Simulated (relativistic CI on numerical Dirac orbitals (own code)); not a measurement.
# d5 in a ligand field

Computed with a parametric ligand-field model of a d^n configuration (Racah B and C, spin-orbit zeta, crystal field), exact diagonalisation.

Field parameters in Wybourne normalisation: Oh B⁴₀ = 21Dq, B⁴₄ = √(5/14) B⁴₀; Td as Oh with Dq negative (B⁴₀ = 21Dq, B⁴₄ = √(5/14) B⁴₀). The field is a parameter set, without covalency.

Q: Lowest levels for B = 630, C = 3180, ζ = 460 cm⁻¹, Oh, 10Dq = 3000 cm⁻¹?

A: Γ7+Γ8 0 (S 2.50), Γ7 20768 (S 1.50), Γ8 20796 (S 1.50), Γ8 20851 (S 1.50), Γ6 20913 (S 1.50), Γ7 21783 (S 1.50), Γ8 21859 (S 1.50), Γ6 21957 (S 1.50), Γ8 21971 (S 1.50) cm⁻¹, with S from ⟨S²⟩ = S(S + 1). The ground level has 2.00 electrons in the cubic e pair.

Q: Lowest levels for B = 720, C = 2990, ζ = 550 cm⁻¹, Oh, 10Dq = 22400 cm⁻¹?

A: Γ7 0 (S 0.52), Γ8 998 (S 0.51), Γ8 6658 (S 2.42), Γ7 6666 (S 2.43), Γ8 9236 (S 1.51), Γ8 9340 (S 1.60), Γ6 9350 (S 1.50), Γ7 9402 (S 1.60), Γ6 14336 (S 1.50) cm⁻¹, with S from ⟨S²⟩ = S(S + 1). The ground level has 0.07 electrons in the cubic e pair.

Q: Lowest levels for B = 580, C = 2580, ζ = 840 cm⁻¹, Td, 10Dq = -6950 cm⁻¹?

A: Γ7 0 (S 2.49), Γ8 0 (S 2.49), Γ8 13375 (S 1.45), Γ7 13482 (S 1.46), Γ6 13487 (S 1.50), Γ8 13615 (S 1.49), Γ8 16395 (S 1.39), Γ6 16493 (S 1.49), Γ8 16546 (S 1.49) cm⁻¹, with S from ⟨S²⟩ = S(S + 1). The ground level has 2.01 electrons in the cubic e pair.

Q: Lowest levels for B = 500, C = 2110, ζ = 90 cm⁻¹, Oh, 10Dq = 29700 cm⁻¹?

A: Γ7 0 (S 0.50), Γ8 152 (S 0.50), Γ8 19577 (S 1.50), Γ7 19579 (S 1.50), Γ8 19610 (S 1.50), Γ6 19629 (S 1.50), Γ6 23421 (S 1.50), Γ8 23421 (S 1.50), Γ8 23449 (S 1.50) cm⁻¹, with S from ⟨S²⟩ = S(S + 1). The ground level has 0.02 electrons in the cubic e pair.

Q: Lowest levels for B = 300, C = 1170, ζ = 550 cm⁻¹, Oh, 10Dq = 11400 cm⁻¹?

A: Γ7 0 (S 0.53), Γ8 1011 (S 0.52), Γ8 6137 (S 1.64), Γ7 6261 (S 1.66), Γ8 6615 (S 1.50), Γ6 6743 (S 1.50), Γ8 8389 (S 2.34), Γ7 8428 (S 2.37), Γ6 8719 (S 1.49) cm⁻¹, with S from ⟨S²⟩ = S(S + 1). The ground level has 0.07 electrons in the cubic e pair.
